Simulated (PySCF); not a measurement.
# Ionisation energy of Tl⁴⁵⁺ by level of theory

Tl⁴⁵⁺ [Kr] → Tl⁴⁶⁺ [Ar] 3d10 4s2 4p5 [4p1/2^2 4p3/2^3, M_J = 3/2], as a difference of total energies. Computed with PySCF 2.14 in an even-tempered Gaussian basis (16 s from 6 bohr⁻², ratio 2.8; 14 p from 7.8 bohr⁻², ratio 2.8; 8 d from 14 bohr⁻², ratio 2.8; 4 f from 37 bohr⁻², ratio 3), with the two-component X2C-1e Hamiltonian. Correlated levels: [Ne] frozen; the 78 highest virtual spinors dropped. "Screened" scales the spin-orbit matrix elements by Boettger's factors to mimic the two-electron term; Breit and QED terms are absent.

```csv
method,ionisation energy (eV)
GHF (spin-free),2484.3
GMP2 (spin-free),2485.6
GHF (screened spin-orbit),2440.2
GMP2 (screened spin-orbit),2441.6
```

Breit and QED terms and the two-electron picture change are absent.

The spin-free rows lack the spin-orbit shift.

For comparison: 2447 ± 4 eV (theoretical estimate listed by NIST; NIST Atomic Spectra Database, ionization energies).
